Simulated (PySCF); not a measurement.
PySCF 2.14 output of an unrestricted PBEsol calculation on a single atom or ion in dyall-av2z (16s12p7d2f, 101 functions), with no relativity, point nucleus:

```
SCF conv_tol = 1e-09
number electrons alpha = 13  beta = 9
    J. P. Perdew, A. Ruzsinszky, G. I. Csonka, O. A. Vydrov, G. E. Scuseria, L. A. Constantin, X. Zhou, and K. Burke.,  Phys. Rev. Lett. 100, 136406 (2008)
    J. P. Perdew, A. Ruzsinszky, G. I. Csonka, O. A. Vydrov, G. E. Scuseria, L. A. Constantin, X. Zhou, and K. Burke.,  Phys. Rev. Lett. 100, 136406 (2008)
cycle= 1 E= -942.251279684419  delta_E= -0.0192  |g|= 0.0295  |ddm|= 0.184
cycle= 2 E= -942.251288117752  delta_E= -8.43e-06  |g|= 0.0257  |ddm|= 0.0403
cycle= 3 E= -942.251418359628  delta_E= -0.00013  |g|= 0.00445  |ddm|= 0.0119
cycle= 4 E= -942.251421942078  delta_E= -3.58e-06  |g|= 0.000188  |ddm|= 0.00169
cycle= 5 E= -942.251421951934  delta_E= -9.86e-09  |g|= 4.41e-05  |ddm|= 0.00024
cycle= 6 E= -942.251421952525  delta_E= -5.9e-10  |g|= 2.46e-06  |ddm|= 2.41e-05
converged SCF energy = -942.251421952525  <S^2> = 6.0002116  2S+1 = 5.0000846
```

The run itself started from symmetry-adapted Hartree-Fock orbitals and held the occupation by maximum overlap, on a logarithmic radial grid, so the iterations belong to that start.

Which element, charge and spin multiplicity is this?

V⁺ (vanadium, charge +1), multiplicity 5; the state was [Ar] 3d3 4p1, one real determinant (an excited configuration).

⟨L²⟩ = 14.00 against 20 for a pure G term, so this real determinant mixes terms.
